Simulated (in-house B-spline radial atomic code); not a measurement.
Radial electron density of Zr⁴⁺, [Ar] 3d10 4s1 4p6 5s1. Level of theory: scalar-relativistic (X2C) CAM-B3LYP, spin-polarised, spherical fractional occupations, Fermi nucleus of rms radius 4.2694 fm; calculated with a radial B-spline atomic code at the basis-set limit.

One-electron X2C: radii and densities carry no picture-change correction, so inner-shell <1/r> comes out high (for 1s by about 2 % at Z = 33, 5 % at 54, 10 % at 75, 30 % at 118) and <r> low.

Columns: r (bohr), 4πr²n(r) (electrons per bohr), bar.

```
 0.00142    1.724 #
 0.00175    2.439 ##
 0.00216     3.44 ##
 0.00266    4.802 ###
 0.00328     6.66 #####
 0.00404    9.126 #######
 0.00498    12.36 #########
 0.00613    16.44 ############
 0.00756    21.49 ###############
 0.00931    27.35 ####################
  0.0115    33.88 ########################
  0.0141    40.19 #############################
  0.0174    45.83 #################################
  0.0215    49.56 ###################################
  0.0265    50.46 ####################################
  0.0326    48.52 ###################################
  0.0402    44.92 ################################
  0.0495    42.26 ##############################
   0.061    43.39 ###############################
  0.0752    49.36 ###################################
  0.0927    57.39 #########################################
   0.114    61.56 ############################################
   0.141    57.22 #########################################
   0.173    46.73 #################################
   0.214    37.94 ###########################
   0.263    38.23 ###########################
   0.325     44.1 ################################
     0.4    44.76 ################################
   0.493    35.17 #########################
   0.607    21.32 ###############
   0.749    11.84 ########
   0.923    8.862 ######
    1.14    7.946 ######
     1.4    5.844 ####
    1.73    3.124 ##
    2.13    1.451 #
    2.62   0.7489 #
    3.23   0.3624 
    3.98   0.1151 
    4.91  0.01929 
    6.05 0.001509 
    7.45 4.702e-05 
    9.18 4.721e-07
```

On this grid the curve has 3 maxima, near 0.0265, 0.114, 0.4 bohr.

The 4p down radial function P(r) = rR(r), positive near the nucleus:

| r (bohr) | P |
| --- | --- |
| 0.00175 | 0.001257 |
| 0.00266 | 0.002621 |
| 0.00404 | 0.005487 |
| 0.00613 | 0.01144 |
| 0.00931 | 0.0236 |
| 0.0141 | 0.04726 |
| 0.0215 | 0.09152 |
| 0.0326 | 0.1632 |
| 0.0495 | 0.2584 |
| 0.0752 | 0.3316 |
| 0.114 | 0.2747 |
| 0.173 | -0.01758 |
| 0.263 | -0.4228 |
| 0.4 | -0.4638 |
| 0.607 | 0.1515 |
| 0.923 | 0.8835 |
| 1.4 | 0.9123 |
| 2.13 | 0.3915 |
| 3.23 | 0.06227 |
| 4.91 | 0.002345 |
